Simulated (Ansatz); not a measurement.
One change: `[F][Zr]([F])([SeH])[SeH]` becomes `[F][Zr]([F])([F])[SeH]`.

Ansatz, PBE0-D4/def2-TZVP geometries, multiplicity 1. Each molecule was computed in one conformer, which needn't be the lowest.

Elements past krypton have def2 core potentials. Scalar relativity is left out up to krypton. Spin–orbit coupling is left out; it splits and shifts lone-pair levels of the heavy atoms by tenths of an eV.

```json
{"property": "HOMO–LUMO gap (B3LYP/def2-TZVPP) / eV", "`[F][Zr]([F])([SeH])[SeH]`": "4.80"}
{"property": "size of the dipole moment (B3LYP/def2-TZVPP) / D", "`[F][Zr]([F])([SeH])[SeH]`": "0.54"}
{"property": "size of the dipole moment (PBE/def2-TZVPP) / D", "`[F][Zr]([F])([SeH])[SeH]`": "0.57"}
{"property": "ideal-gas entropy at 298 K and 1 bar (rigid rotor, harmonic PBE0-D4/def2-TZVP) / J/(mol·K)", "`[F][Zr]([F])([SeH])[SeH]`": "428"}
{"property": "LUMO energy (B3LYP/def2-TZVPP) / eV", "`[F][Zr]([F])([SeH])[SeH]`": "-2.51"}
{"property": "HOMO–LUMO gap (PBE/def2-TZVPP) / eV", "`[F][Zr]([F])([SeH])[SeH]`": "3.34"}
```

(1) What does the change do to each property? (Estimate.)

## Answers

(1) Computed: 
| property | `[F][Zr]([F])([F])[SeH]` | shift |
| --- | --- | --- |
| HOMO–LUMO gap (B3LYP/def2-TZVPP) / eV | 5.28 | 0.48 |
| size of the dipole moment (B3LYP/def2-TZVPP) / D | 0.38 | -0.16 |
| size of the dipole moment (PBE/def2-TZVPP) / D | 0.35 | -0.22 |
| ideal-gas entropy at 298 K and 1 bar (rigid rotor, harmonic PBE0-D4/def2-TZVP) / J/(mol·K) | 391 | -37 |
| LUMO energy (B3LYP/def2-TZVPP) / eV | -2.19 | 0.32 |
| HOMO–LUMO gap (PBE/def2-TZVPP) / eV | 3.76 | 0.42 |

With PBE0 the HOMO falls by 0.16 eV and the LUMO rises by 0.37 eV, so the gap widens by about 0.53 eV. PBE moves the HOMO by -0.15 eV and ωB97M-V by -0.13 eV. The zero-point energy changes by -14.8 kJ/mol with -3 modes. Dipoles are sizes alone; their direction can turn. Modes under 60 cm⁻¹, often nearly free rotors, make the harmonic entropy too high.

Positive LUMOs are unbound, so they and the gaps depend on the basis.

B3LYP here is the variant with VWN-RPA as its local correlation; programs differ in this.
